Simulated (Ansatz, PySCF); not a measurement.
C₃H₆O₂Si, SMILES C(OC([SiH3])=O)=C. Atoms are numbered in the order given.

```xyz
12

C     -2.6668     0.4182    -0.1142
C     -1.6080     1.2095    -0.2818
O     -0.2707     0.9024    -0.2011
C      0.2200    -0.3272     0.0776
O     -0.4481    -1.3016     0.2888
Si     2.1477    -0.3622     0.1011
H     -3.6525     0.8748    -0.2252
H     -2.5920    -0.6401     0.1234
H     -1.7046     2.2714    -0.5203
H      2.5535    -0.8374     1.4538
H      2.5731    -1.3484    -0.9317
H      2.7308     0.9789    -0.1817
```

The structure is a stationary point at PBE0-D3(BJ)/def2-SVP. The values are those of a single conformer.

Two levels are set side by side: PBE-D3(BJ)/def2-SVP (Ansatz, an electronic-structure program) and PBE0-D3(BJ)/def2-SVP (Ansatz). Each level has its own optimised geometry; the coordinates shown are those of the second. Frequencies come from the Hessian of PySCF at each geometry. Differences are taken from unrounded values.

| quantity | PBE0-D3(BJ) | PBE-D3(BJ) | PBE-D3(BJ) minus PBE0-D3(BJ) |
|---|---|---|---|
| mean bond length (Å) | 1.357 | 1.369 | 0.011 |
| bond C1–C2 (Å) | 1.332 | 1.344 | 0.012 |
| bond C2–O3 (Å) | 1.374 | 1.387 | 0.013 |
| bond O3–C4 (Å) | 1.353 | 1.375 | 0.022 |
| bond C4–O5 (Å) | 1.200 | 1.213 | 0.013 |
| bond C4–Si6 (Å) | 1.928 | 1.937 | 0.009 |
| bond C1–H7 (Å) | 1.092 | 1.100 | 0.008 |
| bond C1–H8 (Å) | 1.087 | 1.095 | 0.008 |
| bond C2–H9 (Å) | 1.093 | 1.101 | 0.009 |
| bond Si6–H10 (Å) | 1.490 | 1.501 | 0.011 |
| bond Si6–H11 (Å) | 1.490 | 1.501 | 0.011 |
| bond Si6–H12 (Å) | 1.490 | 1.500 | 0.011 |
| highest harmonic wavenumber (cm⁻¹) | 3330 | 3237 | -93 |
| mean harmonic wavenumber (cm⁻¹) | 1195 | 1150 | -45 |
| zero-point energy (kcal/mol) | 51.27 | 49.33 | -1.94 |

Exact exchange shortens and stiffens bonds; PBE has none. Differences between two approximate levels are no errors against the true value.
